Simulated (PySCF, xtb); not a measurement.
C2H7NSi2, SMILES N[Si@@H]1C=C[SiH2]1. The values are those of a single conformer.

Harmonic wavenumbers (cm⁻¹) from GFN2-xTB run with xtb at its own minimum, in rising order: 126, 142, 200, 274, 371, 405, 458, 494, 507, 521, 614, 650, 710, 729, 738, 815, 827, 892, 936, 1077, 1263, 1527, 1560, 2154, 2179, 2183, 3009, 3033, 3464, 3501.

Question: What does PBE0-D3(BJ)/def2-SVP (PySCF) give at its own minimum? (Estimate from the structure and the level; the computed values follow.)

Answer: 118, 146, 228, 287, 327, 415, 440, 499, 595, 650, 677, 710, 738, 772, 807, 875, 918, 954, 1030, 1055, 1275, 1536, 1567, 2199, 2202, 2217, 3138, 3164, 3625, 3730. Paired by order, the mean absolute difference is 57 cm⁻¹ and the zero-point energies are 50.5 and 52.7 kcal/mol.
